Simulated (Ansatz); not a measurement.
A run for Ansatz (an electronic-structure program): U-r2SCAN/def2-TZVPP on BH2I (SMILES BI), a point of a bond scan (R = 3.784 Å). Elements past Kr take the def2 small-core potentials; no spin–orbit coupling.

Ansatz 0.2 input:
```yaml
crystal:
  periodic: [false, false, false]
  atoms:
    - {symbol: B, position_ang: [-1.00687273, -1.52824232, 0.26334221]}
    - {symbol: H, position_ang: [0.21469604, -4.01412283, 2.84197283]}
    - {symbol: H, position_ang: [-1.98651595, -1.65890826, -0.38610151]}
    - {symbol: I, position_ang: [0.14426438, 0.21896603, -0.03773158]}
basis:
  gaussian:
    orbitals: def2-TZVPP
hamiltonian:
  xc: {name: r2SCAN}
magnetization: {spin_polarized: true, initial_magnetization: 0}
```

Program output:

```
WARN ansatz: RAYON_NUM_THREADS=1 ignored (pool sized by the plan → 1); use --threads N
Functional definition: r2SCAN
integrals: 0.03 GiB planned
654 factors; their error is unknown
mean field: 0.33 GiB planned
mean field evaluation 1: about -8801.5717 eV, gradient 2.0e1 eV
mean field evaluation 2: about -8793.2668 eV, gradient 2.9e1 eV
mean field evaluation 4: about -8798.9875 eV, gradient 2.1e1 eV
mean field evaluation 8: about -8806.8430 eV, gradient 1.8e-1 eV
mean field evaluation 16: about -8808.2269 eV, gradient 3.9e-1 eV
mean field evaluation 32: about -8808.2321 eV, gradient 2.9e-2 eV
mean field -8808.23210256 eV, -323.6965593351 hartree, gradient 2.0e-5 eV, S^2 0.983378; 3 other end points of the search recorded, 0 dependent functions left out
reference -8808.23211865 eV, -323.6965599262 hartree; 16, 16 occupied and 93, 93 virtual orbitals, 654 factors
Total energy: -8808.23211865 eV, -323.6965599262 hartree
```

The calculation finished and met its thresholds. Its determinant has ⟨S²⟩ = 0.98, a mixture of spin states.

Cost: very roughly 7 core-seconds.
